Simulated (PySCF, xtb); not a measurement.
MoO₂Cl₂, SMILES [Mo]([Cl])(=[O])(=[O])[Cl], multiplicity 1.

Harmonic wavenumbers (cm⁻¹) from GFN2-xTB (xtb) at its own minimum, in rising order: 121, 170, 177, 196, 244, 351, 360, 904, 978.

Task: What does PySCF with PBE-D3(BJ)/def2-SVP give at its own minimum? (An estimate is asked for; the answer gives what the named calculation found.)

Result: 112, 169, 201, 228, 334, 420, 442, 998, 1016. Paired by order, the mean absolute difference is 49 cm⁻¹ and the zero-point energies are 5.0 and 5.6 kcal/mol.
